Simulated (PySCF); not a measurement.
BGeH₃OSi, CH₇BGeN, CH₇GeNSi, Ge₂H₅NO (calculated)

Computed with PySCF 2.14.0. Calculation on a computer-drawn molecule: the log of a Hartree-Fock and frozen-core CCSD(T) single point meant for a local Hartree-Fock minimum, with one planted fault or none, to be diagnosed. Offsets are logged minus clean, where the clean run is the same molecule without the fault. The reference is restricted for singlets and unrestricted otherwise, and also for a bond in bohr or an excited solution. Adding or removing an electron swaps singlet and doublet. The excited solution moves the top pair (singlet) or top alpha electron (doublet) to the lowest empty orbital. Highest occupied and lowest empty are orbital energies over both spins, largest force is the largest gradient component, triples share is (T) over the correlation energy, the T1 limit is 0.02 restricted and 0.045 unrestricted, electrons count all cores, a negative frequency is imaginary (commonest isotopes), and the dipole is about the centre of nuclear charge; on germanium a core potential holds 10 electrons, which the energies leave out, and 3d is frozen in MP2 and coupled-cluster steps.

Common to all runs: meant multiplicity 1; meant basis and core potential on germanium cc-pVDZ-PP ECP10MDF; logged SCF converged yes; possible faults no fault, one electron removed, one electron added, multiplicity raised by two, geometry at a saddle point, SCF held on an excited solution, minimal basis STO-3G, one bond length entered in bohr, all coordinates scaled.

(1) 
```xyz
7
formula=BGeH3OSi meant_charge=0 meant_basis=cc-pV(D+d)Z logged_electrons=62 logged_basis_functions=89 logged_spin_squared=0 logged_highest_occupied=-9.438 logged_lowest_empty=-0.34042 logged_largest_force=0.06259 logged_T1_diagnostic=0.034255 logged_D1_diagnostic=0.11966 logged_triples_share=0.043137 logged_CC_converged=yes logged_dipole_magnitude=5.6349 logged_SCF_stable_within_its_kind=yes logged_energy_HF=-683.44094 logged_energy_CCSD(T)=-683.96012 planted_fault=all_coordinates_scaled,by_+7.0_% HF_energy_offset_from_clean_run=17.38 CCSD(T)_energy_offset_from_clean_run=8.811
O      1.5505     3.5457     1.5604
Ge     1.1776     2.2893     0.4199
B     -0.5296     0.8761     0.5882
Si    -0.5977    -0.8681     1.8273
H      2.1306     2.0429    -0.9025
H     -1.5385     1.1609    -0.1587
H     -1.2526     0.0534     2.9932
```

Units: logged_highest_occupied, logged_lowest_empty in eV; logged_largest_force in hartree/bohr; logged_dipole_magnitude in debye; logged_energy_HF, logged_energy_CCSD(T) in hartree; HF_energy_offset_from_clean_run, CCSD(T)_energy_offset_from_clean_run in kcal/mol.

Drawn bonds:
```
atom  other atom  order
   1           2      2
   2           3      1
   3           4      1
   2           5      1
   3           6      1
   4           7      1
```

Notes: T1 above single-reference limit.

(2) 
```xyz
11
formula=CH7BGeN meant_charge=1 meant_basis=cc-pVDZ logged_electrons=56 logged_basis_functions=100 logged_spin_squared=0 logged_highest_occupied=-11.485 logged_lowest_empty=-9.7359 logged_largest_force=0.10508 logged_CC_converged=no logged_dipole_magnitude=4.6937 logged_SCF_stable_within_its_kind=no logged_energy_HF=-413.90947 planted_fault=SCF_held_on_an_excited_solution HF_energy_offset_from_clean_run=212.2
C     -0.9768     2.2375    -1.8164
B     -1.1903     1.1476    -0.7143
N     -2.1504     0.1725    -0.6429
Ge     0.1930     1.1381     0.9403
H     -1.0368     3.2455    -1.3934
H     -1.7233     2.1606    -2.6096
H      0.0133     2.1481    -2.2752
H     -2.8468     0.0846    -1.3617
H     -2.2565    -0.5093     0.0810
H      0.1464     0.1680     2.1172
H      1.3593     2.1049     1.0964
```

Units: logged_highest_occupied, logged_lowest_empty in eV; logged_largest_force in hartree/bohr; logged_dipole_magnitude in debye; logged_energy_HF in hartree; HF_energy_offset_from_clean_run in kcal/mol.

Drawn bonds:
```
atom  other atom  order
   1           2      1
   2           3      1
   2           4      1
   1           5      1
   1           6      1
   1           7      1
   3           8      1
   3           9      1
   4          10      1
   4          11      1
```

Notes: CCSD not converged.

(3) 
```xyz
11
formula=CH7GeNSi meant_charge=0 meant_basis=cc-pV(D+d)Z logged_electrons=66 logged_basis_functions=109 logged_spin_squared=0.8591 logged_highest_occupied=-9.0433 logged_lowest_empty=0.77136 logged_largest_force=0.0078069 logged_T1_diagnostic=0.039431 logged_D1_diagnostic=0.18879 logged_triples_share=0.037508 logged_CC_converged=yes logged_dipole_magnitude=3.195 logged_SCF_stable_within_its_kind=yes logged_energy_HF=-678.56684 logged_energy_CCSD(T)=-679.13694
N      1.4479    -2.2572    -0.3268
Si     1.2832    -0.8298     0.3111
C      0.5991     0.7564    -0.3812
Ge    -1.1921     1.2897     0.2768
H      1.1889    -2.4936    -1.2667
H      1.7149    -0.6556     1.7071
H      0.5471     0.6975    -1.4716
H      1.2827     1.5717    -0.1188
H     -1.8646     3.8789    -0.8222
H     -1.1810     1.3749     1.8065
H     -2.2340     0.2581    -0.1633
```

Units: logged_highest_occupied, logged_lowest_empty in eV; logged_largest_force in hartree/bohr; logged_dipole_magnitude in debye; logged_energy_HF, logged_energy_CCSD(T) in hartree.

Drawn bonds:
```
atom  other atom  order
   1           2      2
   2           3      1
   3           4      1
   1           5      1
   2           6      1
   3           7      1
   3           8      1
   4           9      1
   4          10      1
   4          11      1
```

(4) 
```xyz
9
formula=Ge2H5NO meant_charge=0 meant_basis=cc-pVDZ logged_electrons=84 logged_basis_functions=99 logged_spin_squared=0 logged_highest_occupied=-10.548 logged_lowest_empty=1.5992 logged_largest_force=0.098575 logged_T1_diagnostic=0.030808 logged_D1_diagnostic=0.12378 logged_triples_share=0.040276 logged_CC_converged=yes logged_dipole_magnitude=5.7585 logged_SCF_stable_within_its_kind=yes logged_energy_HF=-718.87141 logged_energy_CCSD(T)=-719.51134
O     -2.8834     1.5287     0.8678
Ge    -1.1689     1.1256     0.6125
N     -0.0679     0.1483     1.9098
Ge     1.8881    -0.4195     1.8368
H     -0.2238     1.4889    -0.7185
H     -0.6200    -0.1323     2.8270
H      1.9921    -2.0932     1.9390
H      2.7266     0.2868     3.1098
H      2.4785     0.1236     0.3623
```

Units: logged_highest_occupied, logged_lowest_empty in eV; logged_largest_force in hartree/bohr; logged_dipole_magnitude in debye; logged_energy_HF, logged_energy_CCSD(T) in hartree.

Drawn bonds:
```
atom  other atom  order
   1           2      2
   2           3      1
   3           4      1
   2           5      1
   3           6      1
   4           7      1
   4           8      1
   4           9      1
```

Notes: T1 above single-reference limit.

Question: Which fault was planted in the run of CH₇GeNSi (entry 3)?
Answer: one bond length entered in bohr, row 8 of the drawn bonds

Question: Give the missing planted fault for Ge₂H₅NO (entry 4).
Answer: all coordinates scaled, by +9.9 %

Further results for CH₇GeNSi (entry 3):

```
HF energy offset from clean run      : 64.45 kcal/mol
CCSD(T) energy offset from clean run : 72.16 kcal/mol
```

Further results for Ge₂H₅NO (entry 4):

```
HF energy offset from clean run      : 49.19 kcal/mol
CCSD(T) energy offset from clean run : 29.5 kcal/mol
```
